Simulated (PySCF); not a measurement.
GeH7NSi2, SMILES [NH]1[SiH2][SiH2][GeH2]1. Atoms are numbered in the order given.

```xyz
11

N     -1.3814     0.1770     0.0000
Si    -0.6027     1.7399     0.0000
Si     1.4852     0.6454     0.0000
Ge    -0.0875    -1.1635     0.0000
H     -2.3824     0.0077     0.0000
H     -0.8968     2.5884     1.2015
H     -0.8968     2.5884    -1.2015
H      2.3349     0.7697    -1.2223
H      2.3349     0.7697     1.2223
H     -0.1895    -2.0629    -1.2529
H     -0.1895    -2.0629     1.2529
```

Geometry: PBE0-D3(BJ)/def2-SVP. The structure was generated by enumeration, and PubChem lists no compound with its InChIKey, so it may never have been made.

Calculation: PBE0-D3(BJ)/def2-SVP in PySCF 2.14.0.

Frequencies are harmonic and unscaled.

```csv
mode,ν (cm⁻¹),IR (km/mol),moving atoms (share of kinetic energy)
1,88,0.0,"N 48 %, H 32 %, Si 15 %"
2,292,1.4,"Si 45 %, Ge 38 %, N 12 %"
3,309,0.6,H 97 %
4,353,0.2,"Si 71 %, Ge 19 %, H 9 %"
5,388,0.6,H 97 %
6,439,0.6,"Si 85 %, H 13 %"
7,449,116.4,H 94 %
8,529,3.6,"H 77 %, Si 18 %"
9,583,14.3,"H 67 %, N 16 %, Si 11 %"
10,620,10.8,H 91 %
11,649,14.9,H 94 %
12,654,36.9,"N 48 %, H 39 %"
13,690,37.0,H 87 %
14,696,53.9,H 88 %
15,823,165.9,"H 65 %, N 25 %"
16,861,315.1,"H 61 %, N 22 %, Si 17 %"
17,903,88.0,H 87 %
18,916,19.0,H 91 %
19,989,112.0,H 94 %
20,1115,75.7,"H 71 %, N 27 %"
21,2116,150.1,H 98 %
22,2120,188.1,H 99 %
23,2189,131.2,H 96 %
24,2196,160.5,H 98 %
25,2226,70.5,H 98 %
26,2239,89.0,H 96 %
27,3636,33.7,H 93 %
```
